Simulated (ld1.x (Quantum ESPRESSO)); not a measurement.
# Pseudopotential generation for nitrogen: TM, revPBE, scalar-relativistic.

N, norm-conserving Troullier–Martins (Kleinman–Bylander form), made with ld1.x (Quantum ESPRESSO) 7.5 (revPBE, scalar-relativistic). Core [He], reference 2s2 2p3. Waves: 2p (bound): rc 1.45 bohr; 2s (bound): rc 0.70 bohr. Local part: the s channel. Core correction: none.

Poles of the logarithmic derivatives, all-electron (AE) and pseudo (PS). s: poles at 0.6 (AE) and 0.6 (PS) Ry. p: poles at 1.2 (AE) and 1.2 (PS) Ry. Test radius 1.60 bohr.

- Cutoffs needed: 140 Ry and 300 Ry (the cutoffs (Ry, on a coarse ladder) from which the occupation-weighted sum of valence levels, in a spherical-Bessel basis at the reference potential, stays within 10 and 1 mRy of its value at 400 Ry)
- Ghost test: no extra level below or beside the all-electron valence levels (p, s, d, f tested) (spherical-Bessel basis up to 400 Ry, 20 bohr box)
- Largest excitation error: +963 meV (all-electron minus pseudo) for 2s1 2p0, out of 7 test configurations
